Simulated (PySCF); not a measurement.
tetrafluoroborate (BF₄), SMILES F[B-](F)(F)F, charge -1. Atoms are numbered in the order given.

```xyz
5

F      0.8165    -0.8165     0.8165
B      0.0000     0.0000     0.0000
F     -0.8165    -0.8165    -0.8165
F     -0.8165     0.8165     0.8165
F      0.8165     0.8165    -0.8165
```
Charge -1, spin multiplicity 1.

Geometry optimised at B3LYP-D3(BJ)/def2-SVPD.

Method: PySCF 2.14.0 with B3LYP-D3(BJ)/def2-SVPD.

Frequencies are harmonic and unscaled.

Modes within 1.5 cm⁻¹ of each other (mostly degenerate sets) share a row, with their intensities summed.

```tsv
mode	ν (cm⁻¹)	IR (km/mol)	Raman (Å⁴/amu)	depolarisation	moving atoms (share of kinetic energy)
1–2	339	0.0	0.5	0.75	F 100 %
3–5	502	5.6	1.1	0.75	F 94 %
6	740	0.0	5.7	0.00	F 100 %
7–9	1058	1308.1	1.8	0.75	B 81 %, F 19 %
```
